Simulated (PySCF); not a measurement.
## Working with the constants of GaN

UHF-CCSD(T) constants of GaN, ³Σ⁻ (triplet), unpaired electrons π ↑↑ (basis Ga 6-31G(d,p), N 6-31G(d,p); no relativity; PySCF 2.14; masses 68.9256 and 14.0031 u):

- ωe: 505.3 cm⁻¹
- ωexe: 3.31 cm⁻¹
- Be: 0.35461 cm⁻¹
- αe: 0.00326 cm⁻¹
- D (centrifugal): 6.99e-07 cm⁻¹
- De to Ga + N: 1.58 eV

(1) Give the vibrational terms G(v) and spacings up to v = 6.

(2) How well does the Morse estimate ωe²/(4ωexe) reproduce De, and what is D0?

Correlated steps freeze 10 core orbitals. Correlated levels converge slowly with the basis: in double zeta they bind strong bonds too weakly, by up to about 1 eV, and carry superposition errors of some tenths. Spin–orbit coupling is left out. The state is the lowest determinant that a PBE0 search found; another state may lie lower at other levels.

Results:

(1) G(v) = ωe(v+½) − ωexe(v+½)².

```csv
v,G(v) (cm⁻¹),G(v) − G(v−1),Bv (cm⁻¹)
0,251.8,,0.3530
1,750.5,498.7,0.3497
2,1242.6,492.1,0.3465
3,1728.0,485.4,0.3432
4,2206.8,478.8,0.3399
5,2679.0,472.2,0.3367
6,3144.6,465.6,0.3334
```

(2) It gives 2.39 eV, 151 % of the computed De. D0 = De − G(0) = 1.58 − 0.03 = 1.55 eV.
